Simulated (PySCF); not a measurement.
BClGeH₄O, SMILES [B](O)([GeH3])Cl.

Geometry: PBE-D3(BJ)/def2-SVP. Other conformers were not sampled.

All values below come from TDA-PBE/def2-SVPD (PySCF).

Vertical excitations. Gas-phase values at a fixed geometry. State labels are in the subgroup Cs.

| state | symmetry | energy (eV) | λ (nm) | f | main pairs |
|---|---|---|---|---|---|
| S1 | A" | 5.49 | 226 | 0.006 | HOMO→LUMO 91 % |
| S2 | A" | 6.17 | 201 | 0.015 | HOMO−1→LUMO 86 % |
| S3 | A' | 6.40 | 194 | 0.028 | HOMO−2→LUMO 83 % |
| S4 | A" | 6.40 | 194 | 0.000 | HOMO−4→LUMO 95 % |
| S5 | A' | 6.49 | 191 | 0.166 | HOMO→LUMO+1 87 % |
| S6 | A' | 6.94 | 179 | 0.053 | HOMO−3→LUMO 73 % |
| S7 | A' | 7.26 | 171 | 0.019 | HOMO−1→LUMO+1 85 % |
| S8 | A" | 7.35 | 169 | 0.009 | HOMO−2→LUMO+1 96 % |
| S9 | A' | 7.37 | 168 | 0.024 | HOMO→LUMO+2 54 %, HOMO→LUMO+3 19 %, HOMO−1→LUMO+1 11 % |
| S10 | A" | 7.57 | 164 | 0.018 | HOMO−3→LUMO+1 97 % |
| T1 | A" | 4.68 | 265 | 0 | HOMO→LUMO 97 % |
| T2 | A' | 5.82 | 213 | 0 | HOMO−2→LUMO 98 % |
| T3 | A" | 5.82 | 213 | 0 | HOMO−1→LUMO 97 % |
| T4 | A' | 5.97 | 208 | 0 | HOMO−3→LUMO 99 % |
Triplets are in the Tamm–Dancoff approximation.
